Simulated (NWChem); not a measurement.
System: C2H4O3Si; SMILES C[SiH]1OC(=O)O1

```xyz
10

C     -0.7388     2.2282     0.0000
Si     0.4610     0.8124     0.0000
O      0.1262    -0.4653    -1.0893
C     -0.0862    -1.2980     0.0000
O     -0.3810    -2.4492     0.0000
O      0.1262    -0.4653     1.0893
H     -0.5923     2.8587    -0.8853
H     -1.7715     1.8650     0.0000
H     -0.5923     2.8587     0.8853
H      1.8804     1.2255     0.0000
```
Atoms are numbered in this order, from 1.

Results from NWChem. Pople sets run with spherical d functions. Coordinates come from a B3LYP/6-31G* (spherical d) optimisation. Level: B3LYP/6-31G* with SMD (1 M gas to 1 M solution), gas-phase geometry. Reactions with the solvent are ignored.

For solvent water:

| Item | Value |
|---|---|
| cavity-dispersion-structure term (kcal/mol) | 4.6 |
| dipole in solution (D) | 6.85 |

Task: What are these values for solvent toluene?

Result: The cavity-dispersion-structure term (kcal/mol) comes out as -1.1. The dipole in solution (D) is 5.93.
